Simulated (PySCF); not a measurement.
Question: Write Cartesian coordinates for `c1c(cc[n+](c1)[GaH3-])C(C)=S` as optimised with PBE0-D3(BJ)/def2-SVP.

Answer: 
```xyz
20
C7H10GaNS angstrom
C     -3.4131   -0.0343   -0.5991
C     -2.4737    0.5494    0.4105
S     -3.0322    1.4033    1.6831
C     -1.0183    0.3166    0.2010
C     -0.5378   -0.3741   -0.9214
C      0.8296   -0.5674   -1.0738
N      1.7154   -0.1215   -0.1823
Ga     3.7880   -0.5300   -0.4273
C      1.2785    0.5431    0.8943
C     -0.0669    0.7799    1.1212
H     -3.2897   -1.1286   -0.6592
H     -3.2061    0.3690   -1.6044
H     -4.4500    0.1950   -0.3310
H     -1.2092   -0.7642   -1.6858
H      1.2406   -1.0938   -1.9393
H      4.3650    0.7539    0.2987
H      3.8198   -0.5965   -2.0104
H      3.8748   -1.9047    0.3552
H      2.0480    0.8941    1.5869
H     -0.4005    1.3249    2.0062
```

Orientation and origin are arbitrary. Atoms count from 1 in this order. The 6-membered ring C4–C5–C6–N7–C9–C10 has internal angles of 117.1° to 122.3° (sum 720°, against 720° for a flat polygon); it is planar, 0.00 Å rms from its mean plane, widest ring torsion 0°. The 6 C–C bonds span 1.385 Å (C9–C10, aromatic) to 1.497 Å (C1–C2, drawn single), a spread of 0.112 Å. N7 (nitrogen bonded to 2 C and Ga) is planar (angles 120.4°, 120.4° and 119.1°, sum 360.0°, 0.02 Å off the plane of its three neighbours). Ga8 (gallium bonded to N and 3 H) is distorted tetrahedral (angles from 98.2° to 119.0°).

Bonds between heavy atoms (Å): C1–C2 1.497, C2=S3 1.631, C2–C4 1.489, C4–C5 1.403, C5–C6 1.389, C6–N7 1.334, N7–Ga8 2.127, N7–C9 1.339, C9–C10 1.385, C4–C10 1.402.

Level of theory: PBE0-D3(BJ)/def2-SVP geometry optimisation, gas phase in PySCF 2.14.0.

Stationary, but not proved a minimum. The numbers are those of one conformer (C1–C2–C4–C5 2°).
